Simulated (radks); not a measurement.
Problem. Species: Lu61+. Configuration: [Ne]. All-electron calculation, scalar-relativistic Kohn-Sham, MS2 meta-GGA, spin-unpolarised, spherical densities, finite nucleus; meta-GGA in the generalised Kohn-Sham scheme; Fermi nuclear charge, rms radius 5.37 fm. Program: a radial shooting solver on a logarithmic mesh with Libxc functionals. Some entries of the table are withheld. Estimate them.

orbital,occ.,eigenvalue (eV),<r> (bohr)
1s,2,(1),(2)
2s,2,(3),(4)
2p,6,(5),(6)

Solution. 
(1) 1s eigenvalue (eV): -68496.97
(2) 1s <r> (bohr): 0.01930
(3) 2s eigenvalue (eV): -15702.26
(4) 2s <r> (bohr): 0.08045
(5) 2p eigenvalue (eV): -14439.29
(6) 2p <r> (bohr): 0.07147
